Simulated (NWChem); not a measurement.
Molecule: LaF₂, doublet; SMILES [F][La][F]

All runs: NWChem. Spin-unrestricted. Medium grid unless said otherwise, to which SCAN and Minnesota functionals are sensitive. In the optimisation the excess spin sits in a" (Cs, its own frame). Geometry: optimised at PBE0/def2-SVP, spin-unrestricted. The spin multiplicity was typed, not searched, and may not be the lowest. No stability test was run on the SCF state. def2 effective core potentials on La; no spin-orbit coupling. Total energies of different functionals are on different scales.

| level | energy (Ha) | highest occupied level (eV) | lowest empty minus highest occupied level, either spin (eV) | dipole (D) | <S²> |
|---|---|---|---|---|---|
| B3LYP/def2-SVP | -231.2522 | -4.11 | 1.60 | 2.79 | 0.750 |
| PW6B95/def2-SVP | -231.4293 | -4.21 | 1.94 | 2.89 | 0.750 |
| M05-2X/def2-SVP | -231.1439 | -4.88 | 2.49 | 3.61 | 0.751 |
